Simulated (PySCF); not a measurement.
## Where the electron goes

Compound: C5H11PS.
Atom-mapped SMILES: `[CH3:1][CH2:2][P@H:3](=[S:4])[CH:5]1[CH2:6][CH2:7]1` (hydrogens: H8, H9, H10 on C1; H11, H12 on C2; H13 on P3; H14 on C5; H15, H16 on C6; H17, H18 on C7)

Geometry (GFN2-xTB, Å), atoms numbered from 1 in this order:
```
atom  x, y, z in Å
C1     2.039    0.107    0.779
C2     1.604   -1.061   -0.095
P3     0.328   -0.498   -1.303
S4     0.836    0.970   -2.447
C5    -1.193   -0.267   -0.326
C6    -2.336    0.427   -1.013
C7    -1.564    1.141    0.040
H8     2.860   -0.183    1.431
H9     1.211    0.457    1.393
H10    2.370    0.933    0.150
H11    1.199   -1.883    0.500
H12    2.449   -1.438   -0.680
H13    0.044   -1.705   -1.963
H14   -1.415   -1.065    0.373
H15   -2.186    0.739   -2.038
H16   -3.338    0.091   -0.795
H17   -2.022    1.314    1.002
H18   -0.896    1.928   -0.284
```

Method: PySCF 2.14.0, density-fitted response routines, TDDFT PBE0/def2-SVPD, vertical, gas phase, core orbitals frozen in the response.

Frontier orbitals with the atoms that hold most of them (Löwdin shares over 4%, at most four atoms; ? is withheld):

```json
{"orbital": "LUMO+2", "ε (eV)": "0.94", "atoms": "H16 14%, H14 13%, C6 11%, C5 10%"}
{"orbital": "LUMO+1", "ε (eV)": "0.60", "atoms": "S4 35%, P3 14%, H13 11%, C1 5%"}
{"orbital": "LUMO", "ε (eV)": "0.38", "atoms": "?"}
{"orbital": "HOMO", "ε (eV)": "-6.56", "atoms": "S4 72%, P3 16%"}
{"orbital": "HOMO-1", "ε (eV)": "-6.64", "atoms": "?"}
{"orbital": "HOMO-2", "ε (eV)": "-8.82", "atoms": "C6 32%, C5 18%, C7 16%, C2 8%"}
{"orbital": "HOMO-3", "ε (eV)": "-8.96", "atoms": "C7 31%, C5 29%, C6 13%, P3 6%"}
```

(1) Give the leading atoms of the HOMO-1.

(2) Give the leading atoms of the LUMO.

(3) How does S1 compare with the orbital gap of 6.93 eV?

## Answers

(1) S4 (bonded to P) 72%; P3 (bonded to 2 C, S and H) 14%; C5 (bonded to 2 C, P and H) 5%.

(2) C2 (bonded to C, P and 2 H) 12%; S4 (bonded to P) 12%; H13 (bonded to P) 11%; H14 (bonded to C) 10%. By element: hydrogen 21% or more, carbon 12% or more, sulfur 12%.

(3) S1 is at 5.85 eV (f = 0.029), 1.08 eV below the gap, made of HOMO→LUMO+1 (80%). Its leading pair isn't HOMO and LUMO; the energies of that pair differ by 7.16 eV. Without the coupling terms of the response equations the lowest excitation would equal the gap.

Next come S2 at 5.88 eV (f 0.0089), HOMO-1→LUMO (31%), HOMO→LUMO (30%), HOMO-1→LUMO+1 (27%); S3 at 5.97 eV (f 0.047), HOMO→LUMO (50%), HOMO-1→LUMO+1 (37%); S4 at 5.98 eV (f 0.043), HOMO-1→LUMO (48%), HOMO-1→LUMO+1 (26%), HOMO→LUMO (8%); S5 at 6.36 eV (f 0.0082), HOMO→LUMO+4 (41%), HOMO→LUMO+2 (36%).

Löwdin shares depend on the basis, the more so with diffuse functions.

One conformer stands for the species.
